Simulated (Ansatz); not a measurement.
Calculated with Ansatz (gas phase, PBE0-D4/def2-TZVP geometries, no zero-point term in ΔE). CBS: MP2 limit from def2 TZ/QZ plus the TZ coupled-cluster correction, frozen cores. This one scheme is used for every species. Each species was taken in one conformer, which may not be the lowest.

Consider the ligand exchange at the Al–O bond: `[BH2][AlH][O]C` + `C[SiH2]O` → `[BH2][AlH][O][SiH2]C` + CH₃OH.

`[BH2][AlH][O]C`:

Cartesian coordinates in Å:
```
B 0.083 0.610 -2.024
Al 0.220 1.302 -0.015
O 0.049 0.222 1.278
C -0.181 -1.150 1.380
H -0.950 0.583 -2.635
H 1.035 0.236 -2.652
H 0.480 2.808 0.410
H 0.637 -1.631 1.926
H -1.108 -1.339 1.932
H -0.266 -1.643 0.401
```

`C[SiH2]O`:

```xyz
9

C     1.125   -0.031   -0.330
Si   -0.733    0.030   -0.205
O    -1.287   -0.477    1.265
H     1.447    0.268   -1.332
H     1.496   -1.042   -0.142
H     1.597    0.646    0.386
H    -1.353   -0.892   -1.188
H    -1.189    1.424   -0.480
H    -1.103    0.074    2.026
```

`[BH2][AlH][O][SiH2]C`:

Z-matrix (Å, degrees):
```
Si
C 1 1.861
O 1 1.626 2 110.9
H 1 1.490 2 109.8 3 120.6
H 1 1.492 2 109.5 3 -121.1
H 2 1.093 1 110.9 3 -59.7
H 2 1.094 1 110.4 3 -179.5
H 2 1.093 1 111.1 3 60.8
Al 3 1.688 1 170.9 2 -139.4
B 9 2.122 3 118.3 1 3.3
H 9 1.590 3 116.6 1 -176.9
H 10 1.200 9 122.8 3 -90.5
H 10 1.200 9 122.8 3 89.8
```

CH₃OH:

```xyz
6

C     0.332    0.077    0.105
O    -1.018   -0.304    0.244
H     0.769    0.075    1.104
H     0.441    1.085   -0.313
H     0.902   -0.625   -0.517
H    -1.425   -0.308   -0.624
```

```csv
species,HF/CBS(def2) energy (Eh)
`[BH2][AlH][O]C`,-382.90072
`C[SiH2]O`,-405.29306
`[BH2][AlH][O][SiH2]C`,-673.10586
CH₃OH,-115.10180
```

Question: Work out ΔE.

Answer: ΔE = (-673.10586) + (-115.10180) − (-382.90072) − (-405.29306) = -0.01388 Eh = -8.7 kcal/mol. CCSD(T)/CBS gives -7.0 kcal/mol.

Largest T1 diagnostic among the species: 0.012.

From PBE to PBE0 (25 % exact exchange), in def2-TZVPP and without D4, ΔE moves by −1.0 kcal/mol. In def2-TZVPP, CCSD(T) changes the Hartree–Fock value by +1.6 kcal/mol (the triples alone add +0.3 kcal/mol) and MP2 by +1.8 kcal/mol.
